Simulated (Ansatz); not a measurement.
This geometry of a periodic cell of 15 atoms, TiW14 (host W, host structure bcc, dopant Ti, one W atom removed) is a first-order saddle point.

Method: DFT PBE, scalar-relativistic, plane waves, PAW in Ansatz 0.2.0. Settings: PAW set soft_1, cutoff 420 eV, k mesh 3x3x3, gaussian smearing 0.05 eV, no spin polarisation.

```xyz
15
Lattice="6.3200 0.0000 0.0000 0.0000 6.3200 0.0000 0.0000 0.0000 6.3200" Properties=species:S:1:pos:R:3
W 0.005 0.033 0.040
W 3.155 0.009 0.016
W -0.031 3.195 -0.053
W -0.031 -0.060 3.202
Ti 0.791 2.368 2.376
W 3.130 3.157 0.039
W 3.130 0.032 3.165
W 4.686 1.545 1.552
W 1.617 4.797 1.553
W 1.619 1.545 4.806
W 3.218 3.192 3.200
W 4.776 4.706 1.589
W 4.777 1.581 4.713
W 1.581 4.707 4.715
W 4.751 4.730 4.737
```

(1) Which two structures does it join? (They come from a converged band through this point; their orientation in space is the band's.)

(2) How far does it lie above each of them?

Answers

(1) Contacts lost: W1–Ti5, W2–Ti5, Ti5–W6, Ti5–W7. Contacts made: Ti5–W12, Ti5–W13, Ti5–W14, Ti5–W15. The atom that moves furthest is Ti5, by 2.57 Å; four of its nearest neighbours are W11 2.73, W4 2.73, W3 2.73, W7 2.76 Å at the first end and W9 2.74, W10 2.74, W8 2.74, W14 2.76 Å at the last.

Image 0:

```xyz
15
Lattice="6.3200 0.0000 0.0000 0.0000 6.3200 0.0000 0.0000 0.0000 6.3200" Properties=species:S:1:pos:R:3
W 0.010 0.002 0.017
W 3.178 -0.014 0.001
W -0.005 3.169 -0.006
W -0.005 -0.022 3.184
Ti 1.539 1.626 1.641
W 3.163 3.155 0.017
W 3.163 0.002 3.170
W 4.758 1.585 1.600
W 1.579 4.726 1.600
W 1.579 1.585 4.741
W 3.186 3.169 3.184
W 4.776 4.709 1.620
W 4.776 1.605 4.724
W 1.559 4.709 4.724
W 4.753 4.731 4.746
```

Image 6:

```xyz
15
Lattice="6.3200 0.0000 0.0000 0.0000 6.3200 0.0000 0.0000 0.0000 6.3200" Properties=species:S:1:pos:R:3
W 0.026 0.029 0.029
W 3.152 0.008 0.008
W 0.007 3.153 0.013
W 0.007 0.013 3.153
Ti 0.047 3.113 3.113
W 3.131 3.134 0.029
W 3.131 0.029 3.134
W 4.720 1.569 1.569
W 1.591 4.760 1.569
W 1.591 1.569 4.760
W 3.147 3.153 3.153
W 4.744 4.736 1.583
W 4.744 1.583 4.736
W 1.577 4.736 4.736
W 4.727 4.753 4.753
```

(2) 1.02 eV above the first and 1.02 eV above the second. This is the barrier of this one path; another mechanism may lie lower. Limits of this set-up: coarse k mesh, a small cell, in which the defect meets its images.

Run time: 8.9 min on 4 threads of Intel(R) Xeon(R) Platinum 8375C CPU @ 2.90GHz (Ice Lake), with other jobs on the host, peak memory 3 GiB.
